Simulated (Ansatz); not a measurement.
Program: Ansatz 0.2.0.

A structure relaxed at PBE0-D4/def2-TZVP, charge 0, multiplicity 2:

```xyz
5

N     0.410    0.392    0.425
Ga   -0.010   -1.017   -0.657
H    -0.226    1.143    0.639
H     1.300    0.513    0.878
H    -1.474   -1.031   -1.286
```

(1) Give its formula and SMILES.

(2) Point group (tolerance 0.08 Å, 0.16 Å for H)?

(3) Summarise the bond lengths by kind.

## Answers

(1) GaH3N, `[NH2][GaH]`.

(2) Cs.

(3) 1 × Ga–N 1.825 Å; 2 × H–N 1.006 to 1.008 Å; 1 × Ga–H 1.594 Å.
